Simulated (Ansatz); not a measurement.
`[GeH3][SiH2][GeH2][SiH2][GeH3]` → `[GeH3][SiH2][GeH2][GeH3]` + `[SiH2]`  (silylene formation by 1,1-elimination)

Calculated with Ansatz (gas phase, PBE0-D4/def2-TZVP geometries, no zero-point term in ΔE). CCSD(T)/CBS adds triple-zeta CCSD(T) − MP2 to the extrapolated MP2 energy (def2 sets, frozen cores). This one scheme is used for every species. DFT in def2-TZVPP. B3LYP here is the variant with VWN-RPA as its local correlation; programs differ in this. HSE06 is defined as in plane-wave codes. For Ge outer-core shells are correlated without core-valence functions, which leaves a few kJ/mol of doubt a bond. Scalar relativity is left out up to krypton. Each species was taken in one conformer, which may not be the lowest.

```
             level  ΔE (eV)  difference from CCSD(T)/CBS
       LDA (SPW92)     2.95                         0.38
            PBE-D4     2.71                         0.14
         revPBE-D4     2.64                         0.07
           BLYP-D4     2.43                        -0.14
         r2SCAN-D4     2.80                         0.23
            B97M-V     2.56                        -0.01
           PBE0-D4     2.77                         0.20
          B3LYP-D4     2.52                        -0.05
        r2SCANh-D4     2.80                         0.23
        r2SCAN0-D4     2.81                         0.24
          HSE06-D4     2.77                         0.20
           ωB97M-V     2.48                        -0.09
            B2PLYP     2.44                        -0.13
          PBE-QIDH     2.74                         0.17
               PBE     2.58                         0.01
              BLYP     2.18                        -0.39
            r2SCAN     2.76                         0.19
              PBE0     2.65                         0.08
             B3LYP     2.31                        -0.26
           r2SCANh     2.76                         0.19
           r2SCAN0     2.76                         0.19
             HSE06     2.65                         0.08
             BHLYP     2.40                        -0.17
         CAM-B3LYP     2.42                        -0.15
           LC-ωPBE     2.73                         0.16
RPA@PBE/def2-TZVPP     2.29                        -0.28
       HF/def2-SVP     2.18                        -0.39
      MP2/def2-SVP     2.57                         0.00
     CCSD/def2-SVP     2.33                        -0.24
  CCSD(T)/def2-SVP     2.38                        -0.19
    MP2/def2-TZVPP     2.66                         0.09
SCS-MP2/def2-TZVPP     2.50                        -0.07
   CCSD/def2-TZVPP     2.42                        -0.15
CCSD(T)/def2-TZVPP     2.49                        -0.08
     HF/def2-QZVPP     2.18                        -0.39
    MP2/def2-QZVPP     2.70                         0.13
SCS-MP2/def2-QZVPP     2.55                        -0.02
      HF/CBS(def2)     2.18                        -0.39
     MP2/CBS(def2)     2.74                         0.17
    CCSD/CBS(def2)     2.50                        -0.07
       CCSD(T)/CBS     2.57                            0
```

Largest T1 diagnostic among the species: 0.014.

Leaving LDA and LC-ωPBE aside and taking each functional with its dispersion term where it has one, the values spread over 0.38 eV, from BLYP-D4 to r2SCAN0-D4. LDA lies +0.37 eV from PBE without D4. From BLYP to BHLYP (50 % exact exchange), in def2-TZVPP and without D4, ΔE moves by +0.22 eV. At CCSD(T), def2-SVP lies −0.19 eV from the extrapolated value and def2-TZVPP −0.08 eV.
